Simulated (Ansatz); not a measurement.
`C[SiH2][GaH][NH2]` + HCl → `C[SiH2][GaH][Cl]` + NH₃ at 400 K and 1 bar (ligand exchange at a Ga–N bond).

Gas-phase electronic energies from Ansatz, PBE0-D4/def2-TZVP geometries. CBS: MP2 limit from def2 TZ/QZ plus the TZ coupled-cluster correction, frozen cores. This one scheme is used for every species. For Ga outer-core shells are correlated without core-valence functions, which leaves a few kJ/mol of doubt a bond. Scalar relativity is left out up to krypton. One conformer a species, not always the lowest.

| species | CCSD(T)/CBS energy (Eh) | H − E (kJ/mol) | S (J/(mol·K)) |
| --- | --- | --- | --- |
| `C[SiH2][GaH][NH2]` | -2310.61749 | 264.8 | 419.7 |
| HCl | -460.38127 | 29.6 | 195.4 |
| `C[SiH2][GaH][Cl]` | -2714.51932 | 197.8 | 417.9 |
| NH₃ | -56.50880 | 104.2 | 203.1 |

H − E and S are ideal-gas, rigid-rotor, harmonic terms from PBE0-D4/def2-TZVP, for one conformer and one mirror image of each species. 1 Eh = 2625.50 kJ/mol, R = 8.31446 J/(mol·K).

By hand: ΔE, ΔH, ΔS and ΔG.

ΔE = (-2714.51932) + (-56.50880) − (-2310.61749) − (-460.38127) = -0.02936 Eh = -77.1 kJ/mol. Δ(H − E) = 197.8 + 104.2 − 264.8 − 29.6 = 7.6, so ΔH = -69.5 kJ/mol. ΔS = 417.9 + 203.1 − 419.7 − 195.4 = 5.9 J/(mol·K). ΔG = -69.5 − 400 × (5.9)/1000 = -71.9 kJ/mol.

By hand: the equilibrium constant, and the temperature at which ΔG would vanish if ΔH and ΔS stayed fixed.

log₁₀ K = −ΔG/(RT ln 10) = 9.4. ΔH and −TΔS have one sign here, so there is no such temperature. One of them is within its doubt of zero, so this could turn.

The number of gas molecules stays the same, so ΔS is small and ΔH decides. A doubt of 5 kJ/mol in ΔE shifts log₁₀ K by 0.7 here. Other conformers and mirror images would add mixing entropy, several J/(mol·K) or more a flexible species. Modes under 60 cm⁻¹, often nearly free rotors, make the harmonic entropy too high. These are equilibria of isolated gas molecules and say nothing of rates. Largest T1 diagnostic: 0.014 (customary marks: 0.02 for closed shells, 0.045 for open ones).
